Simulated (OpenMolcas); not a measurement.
**Ce3+: ligand-field states by method**

Ce3+ with 2 ligands (fluoride) in linear coordination (D∞h) at 2.06 Å. Ligand basis ANO-RCC-VDZP.

- Program: OpenMolcas 26.06
- Basis: ANO-RCC-VDZP [7s6p4d2f1g]
- Scalar Hamiltonian: DKH2, point nucleus
- Active space: 1 electron in 7 orbitals (4f)
- State averaging: 2S+1 = 2 odd, 7 roots
- Spin-orbit coupling: RASSI with atomic mean-field integrals over the reference wave functions

I. CASSCF
II. SS-CASPT2, IPEA 0.25 Eh, imaginary shift 0.1 Eh (closed shells correlated: 5s 5p and the ligand valence shells)

Spin-free states (labels by Λ) in cm-1, each column counted from its own energy of the first state listed:

| State | Degeneracy | I | II |
| --- | --- | --- | --- |
| 2Φ | 2 | 0 | 0 |
| 2Δ | 2 | 791 | 860 |
| 2Π | 2 | 2847 | 3040 |
| 2Σ | 1 | 5985 | 6670 |

From I to II, I's first state of the same spin (2Δ) moves from 791 to 860 cm-1, by about +73 cm-1.

χT at 300 K: I 0.65, II 0.65 cm3 K/mol.

Splittings of an f shell from a small cluster at a set distance can be off by tens of per cent, mostly too small (holds for II). No measured value stands beside these numbers; the geometry was imposed, not optimised, and the real ion may take another.
